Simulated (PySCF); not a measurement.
# CH10O2Si3

CH10O2Si3 is a small molecule, neutral, singlet. The structure, one conformer, was relaxed in the gas phase by PBE0-D3(BJ)/def2-SVP. No frequency run checks that it is a minimum.

SMILES: C[SiH](O[SiH3])O[SiH3]

Coordinates in Å:
```
Si1     0.476    1.078    0.167
C2      2.279    0.924    0.574
O3     -0.406    0.262    1.306
Si4    -1.641   -0.764    1.703
O5      0.189    0.430   -1.329
Si6    -0.544   -0.707   -2.280
H7      0.018    2.494    0.143
H8      2.582   -0.135    0.578
H9      2.892    1.456   -0.169
H10     2.493    1.347    1.567
H11    -1.556   -2.013    0.886
H12    -2.965   -0.118    1.456
H13    -1.524   -1.114    3.147
H14     0.156   -2.022   -2.157
H15    -0.491   -0.253   -3.699
H16    -1.972   -0.885   -1.873
```

Shieldings: GIAO PBE0/pcSseg-1. Shifts are against computed references at the same level: C TMS (σ 184.4 ppm), H TMS (σ 31.27 ppm), Si TMS (σ 352.0 ppm). Core levels by delta-SCF with SCAN, pcX-2 on the ionised atom and pcseg-1 elsewhere, spin-free X2C (2p3/2 is the spin-free 2p value less a third of a first-order spin-orbit splitting); from the vacuum level, for chosen atoms.

Task: Give the NMR and core-level values of the distinct atoms.

Result: 
```
      atoms        bonded to  σ (ppm)  δ (ppm)  core level (eV)
        Si1  1 C + 2 O + 1 H    372.8    -20.8     2p3/2 107.66
         C2       1 Si + 3 H    182.5      1.9        1s 290.26
         O3             2 Si    287.8        -        1s 537.78
        Si4        1 O + 3 H    392.7    -40.7     2p3/2 107.55
         O5             2 Si    288.4        -        1s 537.78
        Si6        1 O + 3 H    392.9    -40.9                -
         H7             1 Si    26.35     4.92                -
  H8 H9 H10              1 C    31.07     0.20                -
H11 H12 H13             1 Si    26.13     5.14                -
H14 H15 H16             1 Si    26.14     5.13                -
```

Values are those of this one static structure, with the three H of a rotating XH3 group averaged; atoms that internal rotation interchanges would show their mean in an NMR spectrum.

Task: By CAM-B3LYP/def2-SVPD (TDDFT singlets, Tamm-Dancoff triplets, ionisation by delta-SCF), where does absorption start, and what does vertical ionisation take?

Result: The first singlet with intensity lies at 7.63 eV (f 0.004); what lies below it is dark. The lowest singlet lies at 7.37 eV (f 0.001), the strongest of the first 6 at 8.23 eV (f 0.049), the lowest triplet at 7.07 eV; vertical ionisation takes 10.34 eV.

The 3 runs behind this took 4.3 min in all, one thread each of Intel Xeon Platinum 8488C on a shared host, launched as `OMP_NUM_THREADS=1 python cluster_run.py task.json out`.
